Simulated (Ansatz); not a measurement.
Reaction (hydrogenolysis of the Si–Br bond): `N[Si](O)(F)Br` + H₂ → `N[SiH](O)F` + HBr

Gas-phase electronic energies from Ansatz, PBE0-D4/def2-TZVP geometries. CCSD(T)/CBS adds triple-zeta CCSD(T) − MP2 to the extrapolated MP2 energy (def2 sets, frozen cores). This one scheme is used for every species. DFT in def2-TZVPP. For Br outer-core shells are correlated without core-valence functions, which leaves a few kJ/mol of doubt a bond. Scalar relativity is left out up to krypton. Each species was taken in one conformer, which may not be the lowest.

| species | BHLYP-D4 energy (Eh) |
| --- | --- |
| `N[Si](O)(F)Br` | -3095.50763 |
| H₂ | -1.17009 |
| `N[SiH](O)F` | -521.89998 |
| HBr | -2574.74895 |

(1) Work out ΔE.

Largest T1 diagnostic among the species: 0.011.

## Answers

(1) ΔE = (-521.89998) + (-2574.74895) − (-3095.50763) − (-1.17009) = 0.02879 Eh = +0.78 eV. CCSD(T)/CBS gives +0.81 eV.

The D4 term adds +0.12 eV with B3LYP and +0.06 eV with PBE0; it sums over pairs of atoms, weighted by their polarisabilities, and B3LYP, whose exchange is more repulsive, gets the larger term. In def2-TZVPP, CCSD(T) changes the Hartree–Fock value by +0.12 eV (the triples alone add +0.04 eV) and MP2 by +0.22 eV. At CCSD(T), def2-SVP lies −0.20 eV from the extrapolated value and def2-TZVPP −0.07 eV.

B3LYP here is the variant with VWN-RPA as its local correlation; programs differ in this.
